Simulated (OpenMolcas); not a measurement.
Pt3+ (d7) among equal point charges was computed by CASSCF with the d shell active (OpenMolcas, ANO-RCC-VDZP on the metal). Its lowest spin-free states, and all those of the highest spin:

```json
{"2S+1": "4", "Degeneracy": "1", "E (cm-1)": "0.0"}
{"2S+1": "4", "Degeneracy": "3", "E (cm-1)": "6320"}
{"2S+1": "4", "Degeneracy": "3", "E (cm-1)": "10755"}
{"2S+1": "2", "Degeneracy": "2", "E (cm-1)": "16803"}
{"2S+1": "2", "Degeneracy": "3", "E (cm-1)": "17539"}
{"2S+1": "2", "Degeneracy": "1", "E (cm-1)": "20870"}
{"2S+1": "2", "Degeneracy": "3", "E (cm-1)": "21354"}
{"2S+1": "4", "Degeneracy": "3", "E (cm-1)": "21540"}
{"2S+1": "2", "Degeneracy": "3", "E (cm-1)": "23578"}
{"2S+1": "2", "Degeneracy": "3", "E (cm-1)": "24218"}
{"2S+1": "2", "Degeneracy": "2", "E (cm-1)": "26219"}
{"2S+1": "2", "Degeneracy": "3", "E (cm-1)": "27692"}
```

**Question.** Is the site octahedral, tetrahedral or cube-like, axial, or of lower symmetry?

**Answer.** The states with 2S+1 = 4 have orbital degeneracies 1, 3, 3, 3. Threefold states need a cubic site. For d7 at this spin an octahedron puts the threefold T1 below the threefold T2 and a tetrahedron or cube puts the single A2 below the threefold T2, so the site is a tetrahedron or a cube, which this pattern cannot tell apart. The first gap at this spin, 6320 cm-1, is |10Dq| in ligand-field theory. The run had Pt3+ among 8 point charges of -0.96 e arranged as a cube (Oh), 1.91 Å from the ion.

Spin-orbit coupling mixes the spin-free states strongly: the lowest level takes only 59 % from its leading state, 4A2. Without dynamic correlation the repulsion within the d shell is too large (B by tens of per cent), so at a given field states of lower spin stand too high. Point charges carry no covalency, so the field is a model and not that of real ligands. No measured value stands beside these numbers.
